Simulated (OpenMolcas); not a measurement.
## Ni6+, Pd6+, Pt6+: d⁴ down the group

```yaml
Program: OpenMolcas 26.06
Method: CASSCF
Basis: ANO-RCC-VTZP
Scalar_Hamiltonian: DKH2, point nucleus
Spin-orbit_coupling: state interaction with AMFI integrals over the reference wave functions, term energies averaged over their components
```

Active space for each ion: 4 electrons in 5 orbitals (d).

Computed levels in cm-1 above ⁵D₀:

```csv
Level,Ni6+,Pd6+,Pt6+
⁵D₁,288,900,7058
⁵D₂,837,2323,12897
⁵D₃,1608,4021,17229
⁵D₄,2564,5873,19679
³H₄,33664,24145,29871
³H₅,34296,26198,37245
³H₆,34956,27706,40341
³P₁(1),37033,27397,38385
³F₂(1),38956,29089,36799
weight of ⁵D in the lowest level (%),100,95,61
```

Mixed levels, with the weight of the term that names them: Pt6+ ⁵D₀ (61 %), Pt6+ ⁵D₄ (60 %), Pt6+ ³H₄ (55 %), Pt6+ ³H₆ (71 %), Pt6+ ³P₁(1) (74 %), Pt6+ ³F₂(1) (64 %).

Measured, with the error of the calculation in %. Measured levels: Ni6+ from Corliss and Sugar, J. Phys. Chem. Ref. Data 10, 197 (1981).

| Level | Ni6+ |
| --- | --- |
| ⁵D₁ | 279 (+3.2) |
| ⁵D₂ | 804 (+4.1) |
| ⁵D₃ | 1520 (+5.8) |
| ⁵D₄ | 2392 (+7.2) |
| ³H₄ | 31672 (+6.3) |
| ³H₅ | 32286 (+6.2) |
| ³H₆ | 32877 (+6.3) |
| ³P₁(1) | 31836 (+16.3) |
| ³F₂(1) | 34247 (+13.7) |

The fine-structure level ⁵D₄ changes by a factor of 7.68 from Ni6+ to Pt6+.

Without spin-orbit coupling ³H lies 32885, 22850, 20820 cm-1 above ⁵D in that order; the difference to the level ³H₄, of either sign, comes from spin-orbit coupling, which also lowers the zero.

Without dynamic correlation excited terms often stand tens of per cent too high (terms of higher spin than the ground term too low), and those without a measured partner can miss by more than the paired ones. Terms from blocks run as CI alone lack orbitals of their own. Measured partners are found by configuration, term and J. A level has none where our copy of the source lacks it or the pairing is in doubt (some pairs that miss far off the trend of their configuration count as doubtful), and it then counts in no deviation. Levels of configurations outside the active space are missing.

A number in round brackets counts repeated terms of one configuration in the order of the reference energies.
